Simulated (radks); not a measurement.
All-electron atom: the dysprosium ion Dy3+ in [Xe] 4f(up 5.5, down 3.5) (fractional occupations, a model configuration).

Method: non-relativistic Kohn-Sham, BLYP, spin-polarised, spherical densities, point nucleus; relativity is left out, which matters for an element this heavy; computed with a radial shooting solver on a logarithmic mesh with Libxc functionals.

Energy parts (eV):
total: -316841.91
kinetic: 316762.28
electron-nucleus: -750841.12
Hartree: 124095.03
exchange-correlation: -6858.10

Orbitals (lengths in bohr, moments of r in powers of bohr; <r^-3> diverges for s and p1/2):
| orbital | occ. | eigenvalue (eV) | <r^-3> |
|---|---|---|---|
| 1s up | 1 | -50237.50 | - |
| 1s down | 1 | -50237.50 | - |
| 2s up | 1 | -8076.276 | - |
| 2s down | 1 | -8076.242 | - |
| 2p up | 3 | -7698.384 | 9871 |
| 2p down | 3 | -7698.364 | 9871 |
| 3s up | 1 | -1812.810 | - |
| 3s down | 1 | -1811.775 | - |
| 3p up | 3 | -1643.050 | 2032 |
| 3p down | 3 | -1642.107 | 2033 |
| 3d up | 5 | -1326.527 | 350.0 |
| 3d down | 5 | -1325.847 | 350.3 |
| 4s up | 1 | -376.4318 | - |
| 4s down | 1 | -374.5737 | - |
| 4p up | 3 | -309.1434 | 450.9 |
| 4p down | 3 | -307.2988 | 450.3 |
| 4d up | 5 | -188.6110 | 65.74 |
| 4d down | 5 | -186.7961 | 65.61 |
| 4f up | 5.5 | -39.6771 | 10.34 |
| 4f down | 3.5 | -38.0417 | 10.22 |
| 5s up | 1 | -70.7952 | - |
| 5s down | 1 | -70.1014 | - |
| 5p up | 3 | -52.2616 | 62.75 |
| 5p down | 3 | -51.7175 | 61.59 |

The highest occupied level is 4f down at -38.042 eV. Virial ratio -V/T = 2.00025. The density falls to 0.001 e/bohr^3 at r = 3.23 bohr. The electron density at the nucleus is 2.049e+05 e/bohr^3.
